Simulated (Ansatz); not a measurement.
```csv
atom,x (Å),y (Å),z (Å)
C,1.4000,0.0000,0.0000
C,0.7000,1.2124,0.0000
C,-0.7000,1.2124,0.0000
C,-1.4000,0.0000,0.0000
C,-0.7000,-1.2124,0.0000
C,0.7000,-1.2124,0.0000
C,2.8000,0.0000,0.0000
H,3.4000,0.9000,0.0000
H,1.2425,2.1521,0.0000
H,-1.2425,2.1521,0.0000
H,-2.4850,0.0000,0.0000
H,-1.2425,-2.1521,0.0000
H,1.2425,-2.1521,0.0000
```

Basis set: def2-TZVP (spherical functions). Charge 0, multiplicity 3.

Computed with Ansatz (development build ahead of 0.2.0); each method stands on the lowest determinant of its kind that the runs found. Restricted functionals stand beside restricted open-shell atoms, which can lie above the unrestricted atoms usual in DFT and then raise those values.

(1) Give the atomization energy at this shape (free ground-state atoms in the same class of orbitals less the molecule, no zero-point energy) of triplet C₇H₆ by ωB97X (unrestricted), PBE0 (unrestricted), PBE0 (restricted open-shell), UHF, ROHF.

## Answers

(1)

```
                      method  atomization energy
        ωB97X (unrestricted)       6060.0 kJ/mol
         PBE0 (unrestricted)       6166.3 kJ/mol
PBE0 (restricted open-shell)       6189.1 kJ/mol
                         UHF       4580.1 kJ/mol
                        ROHF       4600.9 kJ/mol
```

Caution: other spin multiplicities may lie lower. Caution for UHF: the unrestricted determinant is spin contaminated. Caution for ROHF: an unrestricted determinant lies well below.

The shape needn't be a minimum at these levels.
